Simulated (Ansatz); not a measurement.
Ansatz (a first-principles code) input (r2SCAN0/def2-TZVPD):

Ansatz 0.2 input:
```yaml
crystal:
  periodic: [false, false, false]
  atoms:
    - {symbol: Si, position_ang: [0.08117914, -0.01021283, -0.00047089]}
    - {symbol: C, position_ang: [-1.78351661, 0.12390487, -0.05624823]}
    - {symbol: O, position_ang: [0.29894326, -1.39995758, -0.88383922]}
    - {symbol: O, position_ang: [0.85054223, 1.29141830, -0.62318870]}
    - {symbol: O, position_ang: [0.68765113, -0.09590726, 1.51571021]}
    - {symbol: H, position_ang: [-2.26925625, -0.73539867, 0.40551096]}
    - {symbol: H, position_ang: [-2.15568148, 0.22848388, -1.07514985]}
    - {symbol: H, position_ang: [-2.05111659, 1.02223128, 0.50811946]}
    - {symbol: H, position_ang: [0.80136455, 1.42664612, -1.57234055]}
    - {symbol: H, position_ang: [0.54218838, -0.90684013, 2.00848365]}
basis:
  gaussian:
    orbitals: def2-TZVPD
hamiltonian:
  xc: {name: r2SCAN0}
magnetization: {spin_polarized: true, initial_magnetization: 1}
output: {forces: true}
```

Output:

```
Functional definition: r2SCAN0
integrals: 0.19 GiB planned
1277 factors; their error is unknown
mean field: 2.14 GiB planned
mean field evaluation 1: about -15126.9991 eV, gradient 5.6e1 eV
mean field evaluation 2: about -15121.4901 eV, gradient 6.9e1 eV
mean field evaluation 4: about -15137.6358 eV, gradient 2.6e0 eV
mean field evaluation 8: about -15137.6727 eV, gradient 1.8e-1 eV
mean field evaluation 16: about -15137.6885 eV, gradient 1.7e-3 eV
mean field evaluation 32: about -15137.6885 eV, gradient 4.2e-5 eV
mean field -15137.68848124 eV, -556.2997909919 hartree, gradient 1.4e-5 eV, S^2 0.755418; 2 other end points of the search recorded, 0 dependent functions left out
the calculation of the forces begins
reference -15137.68850197 eV, -556.2997917535 hartree; 25, 24 occupied and 220, 221 virtual orbitals, 1277 factors
Total energy: -15137.68850197 eV, -556.2997917535 hartree
Atom 0 at     0.081179    -0.010213    -0.000471 Å, force    -0.135347     0.247744     0.150283 eV/Å
Atom 1 at    -1.783517     0.123905    -0.056248 Å, force     0.265196     0.050150     0.053032 eV/Å
Atom 2 at     0.298943    -1.399958    -0.883839 Å, force     0.073119     0.128158     0.088296 eV/Å
Atom 3 at     0.850542     1.291418    -0.623189 Å, force    -0.167605    -0.340169    -0.162797 eV/Å
Atom 4 at     0.687651    -0.095907     1.515710 Å, force    -0.154582    -0.278993    -0.264862 eV/Å
Atom 5 at    -2.269256    -0.735399     0.405511 Å, force     0.052102     0.087422    -0.041895 eV/Å
Atom 6 at    -2.155681     0.228484    -1.075150 Å, force     0.040939    -0.006196     0.102072 eV/Å
Atom 7 at    -2.051117     1.022231     0.508119 Å, force    -0.014395    -0.118803    -0.078563 eV/Å
Atom 8 at     0.801365     1.426646    -1.572341 Å, force     0.002570    -0.060755     0.345053 eV/Å
Atom 9 at     0.542188    -0.906840     2.008484 Å, force     0.038003     0.291442    -0.190618 eV/Å
Dipole moment:    -0.353761    -0.022010    -0.042602 e Å
```

It need not be the lowest isomer of its formula.
